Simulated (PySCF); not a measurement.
Predicted microwave data (PBE0-D3(BJ)/def2-SVP geometry optimisation, gas phase in PySCF 2.14.0) for one isomer of C3H8OSi:

```
Rotational constants : A = 10171, B = 2364, C = 2261 MHz
Dipole components    : |μa| = 0.67 D, |μb| = 0.75 D, |μc| = 0.56 D
Inertial defect      : -39.93 u·Å²
κ                    : -0.97
```

Question: Which structure is it? (One computed conformer of each.)
A. `[CH3:1]/[CH:2]=[CH:3]/[O:4][SiH3:5]` with C2–C3–O4–Si5 -2°
B. `[OH:1][SiH2:2][CH:3]1[CH2:4][CH2:5]1` with H–O1–Si2–C3 -71°, O1–Si2–C3–C4 -80°
C. `[CH3:1][O:2][SiH:3]1[CH2:4][CH2:5]1` with C1–O2–Si3–C4 -143°
D. `[CH2:1]=[CH:2][CH2:3][O:4][SiH3:5]` with C1–C2–C3–O4 -131°, C2–C3–O4–Si5 177°

Answer: C. It is CO[SiH]1CC1, a near-prolate asymmetric top, point group C1. The candidates at the same level (rigid rotor, commonest isotopes):

| SMILES | A (MHz) | B (MHz) | C (MHz) | μa (D) | μb (D) | μc (D) | Δ (u·Å²) | point group | rotor |
| --- | --- | --- | --- | --- | --- | --- | --- | --- | --- |
| C=CCO[SiH3] | 19713 | 1514 | 1492 | 0.28 | 0.80 | 0.53 | -20.70 | C1 | near-prolate asymmetric top |
| O[SiH2]C1CC1 | 9669 | 2271 | 2052 | 0.71 | 0.19 | 1.66 | -28.58 | C1 | near-prolate asymmetric top |
| CO[SiH]1CC1 | 10171 | 2364 | 2261 | 0.67 | 0.75 | 0.56 | -39.93 | C1 | near-prolate asymmetric top |
| C/C=C/O[SiH3] | 12134 | 1816 | 1626 | 0.33 | 0.69 | 0.02 | -9.14 | – | near-prolate asymmetric top |

`C=CCO[SiH3]` has A 94 % too high; `C/C=C/O[SiH3]` has C 28 % too low; `O[SiH2]C1CC1` has C 9 % too low. No structure here is proved a minimum.
